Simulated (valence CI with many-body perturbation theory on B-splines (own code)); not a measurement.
**Xe XLI: electric-dipole lines**

Calculated by relativistic CI+MBPT: four valence electrons over a frozen Dirac-Fock core [Ne], radial functions for each j: 11 s, 11 p, 9 d, 7 f, 5 g, 2 h, 1 i, with the one-electron correlation potential Σ1, the two-electron term Σ2, the three-electron term Σ3, Breit, model QED; selected CI, second order for the rest (own B-spline code, finite nucleus).

No measured spectrum was set against this ion. As an estimate, large intervals hold to a few tenths of a per cent, small ones and those within an open d or f shell to about a per cent.

Lines 101 to 150 of 227 in falling wavelength, among levels below 475.30 eV, chosen from the strongest by gf and those to the six lowest levels. Wavelengths and rates use the calculated energies. Electric multipoles are in the length gauge, E1 and E2 with the static RPA response of the core. Weak lines are less certain than strong ones. Lines between different terms over intervals too small for the method are left out, as are lines whose strength nearly cancels. The highest levels of a list are the least certain.

Levels are named by their leading jj configuration (3d3/2^4 stands for four electrons in 3d with j = 3/2), which in mixed levels can hold well under half, so a name can repeat and another be missing. Letters in brackets count levels of one name in rising energy.

```csv
λ vac (Å),Upper,Lower,A (s⁻¹),S (a.u.)
69.87,(3s^2 3p3/2 3d5/2) J=1,(3s^2 3p3/2^2) J=0,6.41e+10,3.23e-02
69.32,(3s 3p1/2 3p3/2 3d5/2) J=1 [b],(3s 3p1/2 3p3/2^2) J=0,7.44e+10,3.67e-02
69.13,(3s 3p1/2 3p3/2 3d5/2) J=1 [c],(3s 3p1/2 3p3/2^2) J=1 [a],1.09e+11,5.33e-02
69.03,(3s 3p1/2 3p3/2 3d3/2) J=2 [d],(3s 3p1/2 3p3/2^2) J=2 [a],1.05e+10,8.54e-03
68.55,(3s 3p1/2 3p3/2 3d5/2) J=4 [c],(3s 3p1/2 3p3/2^2) J=3,1.27e+11,1.82e-01
68.52,(3s 3p1/2 3p3/2 3d5/2) J=2 [c],(3s 3p1/2 3p3/2^2) J=1 [a],1.04e+11,8.25e-02
68.46,(3s^2 3p1/2 3d5/2) J=2,(3s^2 3p1/2 3p3/2) J=2,2.88e+09,2.28e-03
68.26,(3s 3p1/2 3p3/2 3d5/2) J=3 [a],(3s^2 3p1/2 3d5/2) J=3,4.00e+10,4.39e-02
68.15,(3s 3p1/2^2 3d5/2) J=2,(3s 3p1/2^2 3p3/2) J=2,2.42e+10,1.89e-02
68.14,(3s 3p1/2 3p3/2 3d5/2) J=2 [a],(3s 3p1/2 3p3/2^2) J=2 [a],6.00e+10,4.68e-02
67.73,(3s 3p1/2 3p3/2 3d5/2) J=2 [d],(3s 3p1/2 3p3/2^2) J=2 [b],9.07e+09,6.95e-03
67.71,(3s 3p1/2 3p3/2 3d5/2) J=0,(3s 3p1/2 3p3/2^2) J=1 [a],9.71e+10,1.49e-02
67.59,(3s 3p1/2 3p3/2 3d5/2) J=3 [c],(3s^2 3p1/2 3d5/2) J=2,2.05e+11,2.19e-01
67.59,(3s 3p1/2 3p3/2 3d5/2) J=1 [a],(3s 3p1/2 3p3/2^2) J=2 [a],3.48e+10,1.59e-02
67.47,(3s 3p1/2 3p3/2^2) J=3,(3s^2 3p1/2 3p3/2) J=2,7.84e+10,8.32e-02
66.78,(3s 3p1/2 3p3/2 3d5/2) J=1 [b],(3s^2 3p1/2 3d5/2) J=2,2.50e+10,1.10e-02
66.33,(3s 3p1/2 3p3/2 3d5/2) J=2 [d],(3s 3p1/2 3p3/2^2) J=1 [a],2.72e+10,1.96e-02
66.32,(3s 3p1/2 3p3/2 3d3/2) J=2 [a],(3s 3p1/2^2 3p3/2) J=1,6.91e+10,4.97e-02
66.19,(3s 3p1/2 3p3/2 3d5/2) J=1 [c],(3s 3p1/2 3p3/2^2) J=0,1.90e+10,8.16e-03
66.13,(3s^2 3p1/2 3d5/2) J=2,(3s^2 3p1/2 3p3/2) J=1,1.65e+11,1.18e-01
66.06,(3p1/2 3p3/2^3) J=2,(3s 3p1/2 3p3/2^2) J=1 [b],1.23e+10,8.76e-03
65.87,(3s^2 3p3/2 3d5/2) J=3,(3s^2 3p3/2^2) J=2,2.43e+11,2.40e-01
65.50,(3s 3p1/2 3p3/2 3d5/2) J=3 [a],(3s 3p1/2 3p3/2^2) J=2 [a],6.08e+09,5.91e-03
65.50,(3s 3p1/2 3p3/2 3d5/2) J=2 [b],(3s^2 3p1/2 3d5/2) J=3,8.47e+10,5.88e-02
65.05,(3s 3p1/2 3p3/2 3d3/2) J=2 [c],(3s^2 3p1/2 3d3/2) J=2,8.53e+10,5.80e-02
65.01,(3s 3p1/2 3p3/2 3d5/2) J=4 [b],(3s^2 3p1/2 3d5/2) J=3,3.60e+10,4.39e-02
64.86,(3s 3p1/2 3p3/2 3d3/2) J=1 [c],(3s 3p1/2 3p3/2^2) J=2 [a],1.01e+10,4.06e-03
64.77,(3s^2 3p3/2 3d5/2) J=1,(3s^2 3p3/2^2) J=2,9.76e+10,3.93e-02
64.62,(3s 3p1/2 3p3/2 3d5/2) J=3 [b],(3s^2 3p1/2 3d5/2) J=3,4.66e+10,4.34e-02
64.45,(3s 3p1/2 3p3/2 3d3/2) J=1 [d],(3s^2 3p1/2 3d3/2) J=1,7.00e+10,2.77e-02
64.33,(3s 3p1/2 3p3/2 3d5/2) J=3 [d],(3s 3p1/2 3p3/2^2) J=3,1.08e+11,9.93e-02
64.23,(3s 3p1/2 3p3/2 3d5/2) J=2 [c],(3s 3p1/2 3p3/2^2) J=3,1.87e+10,1.22e-02
63.98,(3s 3p1/2 3p3/2 3d3/2) J=0 [b],(3s^2 3p1/2 3d3/2) J=1,1.15e+11,1.48e-02
63.88,(3s 3p1/2 3p3/2 3d5/2) J=1 [c],(3s^2 3p1/2 3d5/2) J=2,7.11e+10,2.75e-02
63.83,(3p1/2 3p3/2^3) J=2,(3s 3p1/2 3p3/2^2) J=2 [b],2.25e+11,1.45e-01
63.81,(3s 3p1/2 3p3/2^2) J=0,(3s^2 3p1/2 3p3/2) J=1,7.95e+10,1.02e-02
63.45,(3s 3p1/2 3p3/2 3d5/2) J=3 [d],(3s^2 3p1/2 3d5/2) J=2,1.72e+10,1.52e-02
63.38,(3s 3p1/2^2 3p3/2) J=1,(3s^2 3p1/2^2) J=0,8.23e+10,3.10e-02
63.35,(3s 3p1/2 3p3/2 3d5/2) J=2 [c],(3s^2 3p1/2 3d5/2) J=2,1.96e+10,1.23e-02
63.30,(3s 3p1/2 3p3/2^2) J=1 [a],(3s^2 3p1/2 3p3/2) J=2,7.49e+09,2.81e-03
63.05,(3s 3p1/2 3p3/2 3d3/2) J=2 [d],(3s^2 3p1/2 3d3/2) J=2,1.77e+10,1.09e-02
62.95,(3s 3p1/2 3p3/2 3d5/2) J=2 [b],(3s 3p1/2 3p3/2^2) J=2 [a],4.07e+10,2.51e-02
62.87,(3s 3p1/2 3p3/2 3d3/2) J=2 [b],(3s 3p1/2^2 3p3/2) J=1,5.37e+10,3.29e-02
62.72,(3s 3p1/2 3p3/2 3d3/2) J=2 [e],(3s^2 3p1/2 3d3/2) J=1,1.89e+11,1.15e-01
62.58,(3p1/2 3p3/2^3) J=2,(3s 3p1/2 3p3/2^2) J=1 [a],7.04e+09,4.26e-03
62.30,(3s 3p1/2 3p3/2 3d5/2) J=2 [d],(3s 3p1/2 3p3/2^2) J=3,1.32e+11,7.85e-02
62.17,(3s 3p1/2 3p3/2 3d5/2) J=4 [c],(3s^2 3p1/2 3d5/2) J=3,3.51e+10,3.75e-02
62.14,(3s 3p1/2 3p3/2 3d5/2) J=3 [b],(3s 3p1/2 3p3/2^2) J=2 [a],8.77e+10,7.27e-02
62.09,(3p1/2^2 3p3/2^2) J=0,(3s 3p1/2^2 3p3/2) J=1,1.18e+11,1.39e-02
62.08,(3s 3p1/2 3p3/2^2) J=2 [b],(3s^2 3p1/2 3p3/2) J=2,2.06e+11,1.22e-01
```
